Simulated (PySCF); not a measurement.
Potential energy curve for AlH, singlet.

Methods: UMP2 = MP2 on UHF/cc-pVDZ, 5 core orbitals frozen (PySCF); RCCSD(T) = CCSD(T) on RHF/cc-pVDZ, 5 core orbitals frozen in PySCF; UKS-TPSSh = unrestricted TPSSh/cc-pVDZ (PySCF).

Energies are in kJ/mol, each relative to the lowest point of its own curve near equilibrium.

| R / Å | UMP2 | RCCSD(T) | UKS-TPSSh |
|---|---|---|---|
| 1.24 | 164.1 | 157.5 | 160.5 |
| 1.32 | 96.3 | 90.9 | 93.8 |
| 1.41 | 47.1 | 43.1 | 45.3 |
| 1.50 | 18.3 | 15.7 | 17.1 |
| 1.56 | 7.4 | 5.7 | 6.6 |
| 1.62 | 1.6 | 0.9 | 1.2 |
| 1.66 | 0.0 | 0.0 | 0.0 |
| 1.73 | 0.8 | 2.0 | 1.5 |
| 1.78 | 3.7 | 5.7 | 4.8 |
| 1.82 | 7.0 | 9.7 | 8.6 |
| 1.92 | 18.6 | 23.0 | 21.4 |
| 2.09 | 48.4 | 52.1 | 50.3 |
| 2.27 | 85.9 | 86.3 | 85.1 |
| 2.47 | 141.2 | 124.0 | 124.6 |
| 2.76 | 200.6 | 172.8 | 178.8 |
| 3.01 | 227.1 | 206.9 | 215.5 |
| 3.32 | 244.3 | 237.4 | 243.0 |
| 3.68 | 253.5 | 256.4 | 262.5 |
| 4.06 | 257.8 | 260.5 | 275.2 |
| 4.51 | 259.8 | 252.4 | 284.4 |
| 4.94 | 260.5 | 240.4 | 289.7 |
| 5.85 | 260.9 | 220.6 | 295.2 |
| 6.70 | 261.0 | 213.2 | 297.3 |

At the longest distance, 6.70 Å, UKS-TPSSh lies highest above its minimum (297.3 kJ/mol) and RCCSD(T) lowest (213.2 kJ/mol).

The RCCSD(T) curve passes through a maximum at 4.06 Å and then falls by 47.3 kJ/mol up to the last usable point.

The unrestricted determinant behind UMP2 is spin-contaminated at 1.24 to 1.92, 2.47 to 6.70 Å (<S²> up to 1.0, against 0.00 for a pure singlet). The T1 diagnostic of CCSD on the restricted reference of RCCSD(T) exceeds 0.045 at 2.76 to 6.70 Å. The unrestricted determinant behind UKS-TPSSh is spin-contaminated at 3.01 to 6.70 Å (<S²> up to 0.9, against 0.00 for a pure singlet).
